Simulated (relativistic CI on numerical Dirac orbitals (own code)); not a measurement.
**Electric-dipole transitions in Ru29+**

Method of calculation: Dirac-Coulomb-Breit CI, orbitals from a KLI potential per configuration, QED by a radiative potential, unscaled Slater integrals (own radial code, finite nucleus).

Configuration list (outside the closed core [Ne]): 3s²3p³, 3s3p⁴, 3s²3p²3d, 3p⁵, 3s3p³3d, 3p⁴3d, 3s3p²3d², 3s²3p3d4p, 3p⁴4s, 3s3p²3d4s, 3p⁴4p, 3s²3p²4s, 3s²3p²4p, 3s²3p²4d, 3p³3d4p, 3s3p³4s, 3s²3p²4f, 3s3p³4p, 3s3p³4d, 3s3p³4f, 3s²3p²5s, 3s²3p²5p, 3s²3p4s4p, 3s²3p²5d, 3s²3p²5f, 3s²3p²5g, 3s3p²4s², 3s3p³5s, 3s²3p3d², 3s²3d³, 3s3p3d³, 3s²3d²4s, 3s²3d²4p, 3s²3d²4d, 3p³3d², 3p²3d³, 3p²3d²4s, 3p²3d²4p, 3p²3d²4d, 3s²3p3d4s, 3s3p3d²4s, 3s²3d4s², 3s²3d4s4p, 3s²3d4s4d, 3s3p²3d4p, 3s3p3d²4p, 3s3p3d4s4p, 3s3p3d4p², 3s3p3d4p4d, 3p³3d4s, 3p²3d4s², 3p²3d4s4p, 3p²3d4s4d, 3s²3p4s², 3s3p3d4s², 3s²4s²4p, 3s²4s²4d, 3s²3p4p², 3s²3d4p², 3s²4s4p², 3s²4p³, 3s²4p²4d, 3s3p²4s4p, 3s3p4s²4p, 3s3p4s4p², 3s3p4s4p4d. Double excitations out of closed p, d and f shells are left out; levels of such configurations are missing from the list, as are those of other unlisted configurations, and high levels can miss mixing partners. These lack a partner that the ground configuration has and come out too high: 3s²3p²4f, 3s3p³4d, 3s3p³4f, 3s²3p²5s, 3s²3p²5p.

```
λ vac (nm)                Lower                   Upper   A (s⁻¹)  log gf  S velocity/length
    7.1279    3s²3p³ ⁴S°3/2 [1]     3s²3p²3d ²D5/2 [29]  6.02e+10   -0.56               1.02
    7.2293      3s3p⁴ ⁴P5/2 [6]     3s3p³3d ⁴D°7/2 [85]  5.94e+10   -0.43               1.04
    7.3017  3s²3p²3d ⁴D7/2 [17]   3s²3p3d² ²F°7/2 [132]  1.05e+11   -0.17               0.98
    7.3726      3s3p⁴ ⁴P3/2 [7]     3s3p³3d ²D°3/2 [90]  1.96e+11   -0.19               0.96
    7.4450  3s²3p²3d ⁴F5/2 [10]   3s²3p3d² ⁴F°5/2 [110]  1.53e+11   -0.12               0.98
    7.4801    3s²3p³ ⁴S°3/2 [1]     3s²3p²3d ⁴P1/2 [25]  2.42e+11   -0.39               0.97
    7.5239    3s²3p³ ²D°3/2 [2]     3s²3p²3d ²D5/2 [35]  9.89e+10   -0.30               1.03
    7.5253    3s²3p³ ²D°3/2 [2]     3s²3p²3d ²D3/2 [34]  1.99e+11   -0.17               0.99
    7.5402  3s²3p²3d ⁴D7/2 [17]    3s3p³3d ²D°5/2 [127]  1.69e+11   -0.06               0.82
    7.5657     3s3p⁴ ²D5/2 [12]    3s3p³3d ²F°7/2 [117]  1.66e+11    0.06               1.04
    7.5773    3s²3p³ ⁴S°3/2 [1]     3s²3p²3d ⁴P5/2 [23]  1.89e+11   -0.01               1.01
    7.5926    3s²3p³ ²D°5/2 [3]     3s²3p²3d ²F7/2 [36]  2.75e+11    0.28               1.04
    7.6096    3s²3p³ ⁴S°3/2 [1]        3s3p⁴ ²P3/2 [22]  2.94e+11    0.01               0.99
    7.6126    3s²3p³ ²D°3/2 [2]     3s²3p²3d ²P1/2 [33]  2.66e+11   -0.34               0.95
    7.6686    3s²3p³ ²P°1/2 [4]     3s²3p²3d ²P3/2 [38]  1.97e+11   -0.16               1.00
    7.6805      3s3p⁴ ⁴P5/2 [6]     3s3p³3d ⁴D°7/2 [72]  1.26e+11   -0.05               1.02
    7.6889      3s3p⁴ ⁴P5/2 [6]     3s3p³3d ⁴S°3/2 [71]  1.38e+11   -0.31               0.93
    7.7895  3s3p³3d ⁶D°9/2 [46]    3s3p²3d² ⁶D9/2 [212]  1.75e+11    0.20               0.98
    7.8121    3s²3p³ ²D°5/2 [3]     3s²3p²3d ²D5/2 [35]  1.82e+11    0.00               0.98
    7.8136    3s²3p³ ²D°5/2 [3]     3s²3p²3d ²D3/2 [34]  9.00e+10   -0.48               0.95
    7.8320      3s3p⁴ ⁴P5/2 [6]     3s3p³3d ⁴P°5/2 [68]  1.34e+11   -0.13               0.99
    7.8498  3s²3p²3d ⁴F9/2 [20]   3s²3p3d² ⁴F°9/2 [126]  2.28e+11    0.32               0.99
    7.9261     3s3p⁴ ²P3/2 [22]    3s3p³3d ²P°3/2 [135]  3.13e+11    0.07               0.96
    7.9866    3s²3p³ ⁴S°3/2 [1]     3s²3p²3d ⁴D5/2 [21]  4.64e+10   -0.57               0.99
    8.0024  3s²3p²3d ⁴P5/2 [23]   3s²3p3d² ⁴D°7/2 [133]  1.45e+11    0.05               1.00
    8.1253     3s3p⁴ ²P3/2 [22]   3s²3p3d² ⁴D°5/2 [130]  1.47e+11   -0.06               0.99
    8.2250  3s²3p²3d ⁴F9/2 [20]  3s²3p3d² ⁴G°11/2 [121]  6.60e+10   -0.10               1.01
    8.3019    3s²3p³ ²D°3/2 [2]     3s²3p²3d ²D5/2 [29]  1.35e+11   -0.08               1.02
    8.4236    3s²3p³ ²P°3/2 [5]     3s²3p²3d ²D5/2 [41]  2.34e+11    0.17               1.02
    8.5104  3s²3p²3d ²D5/2 [35]   3s²3p3d² ²F°7/2 [151]  1.87e+11    0.21               1.00
    8.5519    3s²3p³ ²P°3/2 [5]     3s²3p²3d ²D3/2 [40]  1.45e+11   -0.20               0.96
    8.5904    3s²3p³ ²P°3/2 [5]     3s²3p²3d ²S1/2 [39]  2.94e+11   -0.19               0.96
    8.5940    3s²3p³ ²P°1/2 [4]     3s²3p²3d ²P1/2 [32]  1.77e+11   -0.41               0.96
    8.6228    3s²3p³ ²D°3/2 [2]     3s²3p²3d ²P3/2 [26]  7.51e+10   -0.48               0.98
    8.6542    3s²3p³ ²D°5/2 [3]     3s²3p²3d ²D5/2 [29]  4.81e+10   -0.49               0.94
    8.6883  3s²3p²3d ²F7/2 [36]   3s²3p3d² ²G°9/2 [153]  2.70e+11    0.49               1.00
    8.7147  3s²3p²3d ²G9/2 [31]   3s²3p3d² ²G°9/2 [140]  1.73e+11    0.30               1.00
    8.8586  3s²3p²3d ²G9/2 [31]   3s²3p3d² ⁴D°7/2 [138]  1.38e+11    0.11               0.76
    8.9943  3s²3p²3d ⁴F7/2 [16]    3s²3p3d² ⁴G°9/2 [95]  6.83e+10   -0.08               1.00
    9.0034    3s²3p³ ²D°5/2 [3]     3s²3p²3d ²P3/2 [26]  1.36e+11   -0.18               0.92
    9.0773  3s²3p²3d ⁴F7/2 [16]     3s3p³3d ²F°5/2 [93]  9.34e+10   -0.16               0.84
    9.1565  3s²3p²3d ²D5/2 [41]   3s²3p3d² ²F°7/2 [167]  2.89e+11    0.46               0.99
    9.3175    3s²3p³ ²D°5/2 [3]     3s²3p²3d ²G7/2 [24]  3.03e+10   -0.50               1.04
    9.4767  3s²3p²3d ²D5/2 [29]   3s²3p3d² ²F°7/2 [122]  9.26e+10    0.00               0.97
    9.5210  3s²3p²3d ⁴F9/2 [20]     3s3p³3d ⁴D°7/2 [96]  1.06e+11    0.06               0.88
```

Terms are leading LS components. Brackets give the number of a level in order of energy, since labels repeat. The list gives strong lines, with weight on those to low levels, among the lowest 400 of 7833 levels, so that lines to higher ones, which can be the strongest, are missing. Levels whose partners in the same complex of configurations lie outside the list can be far off, and so can their lines. Rates are taken at the computed energies, electric ones in the length gauge. A velocity-to-length ratio far from 1 marks an uncertain rate.

At this charge energies of transitions that change n are usually good to better than 1 %, and those within a shell (Δn = 0) to a few per cent.

LS names give the leading component of a level, which can be under half, so a name can repeat, a term be missing and a line seem to break the LS rules.
